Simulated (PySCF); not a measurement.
**Molecular orbitals of AsH**

UHF at R = 1.532 Å; basis As 6-311G(d,p), H 6-311G(d,p); no relativity; PySCF 2.14. State: ³Σ⁻ (triplet), unpaired electrons π ↑↑. Only the outer orbitals are listed, counted within each symmetry.

```csv
spin,orbital,occ.,ε (eV),on As (%),main shells (%)
α,7σ,1,-22.51,88,"87 As s, 11 H s"
α,8σ,1,-12.36,65,"52 As p, 35 H s, 10 As s"
α,4π,1,-9.92,100,100 As p
α,4π,1,-9.92,100,100 As p
α,9σ,0,3.64,36,"64 H s, 42 As p"
α,10σ,0,7.93,53,"46 H s, 41 As p"
α,5π,0,9.36,100,100 As p
β,7σ,1,-18.62,71,"67 As s, 29 H s"
β,8σ,1,-11.41,71,"47 As p, 28 H s, 24 As s"
β,4π,0,1.02,100,100 As p
β,4π,0,1.02,100,100 As p
β,9σ,0,4.22,41,"59 H s, 39 As p"
```

Question: Which are the highest filled and the lowest empty level, where do they sit, and how wide is the gap?

Answer: Highest filled α 4π at -9.92 eV (in %: 100 As p); lowest empty β 4π at 1.02 eV (in %: 100 As p); the gap at UHF is 10.94 eV. Both belong to one degenerate shell, split only by its one-sided filling, so this is no excitation gap. An empty level above zero is unbound, and its energy depends on the basis.

| Property | Result |
| --- | --- |
| bond order (Mayer) | 0.97 |
| ⟨S²⟩ | 2.018 |
| charge on As (Mulliken, basis-dependent) | 0.05 |
| charge on As (Löwdin, basis-dependent) | 0.11 |
| dipole moment (positive dipole means As(−)H(+)) | 0.34 D |
| polarisability along the bond | 29.6 bohr³ |
| polarisability across the bond | 18.1 bohr³ |

Spin–orbit coupling is left out. The state is the lowest determinant that a PBE0 search found; another state may lie lower at other levels.
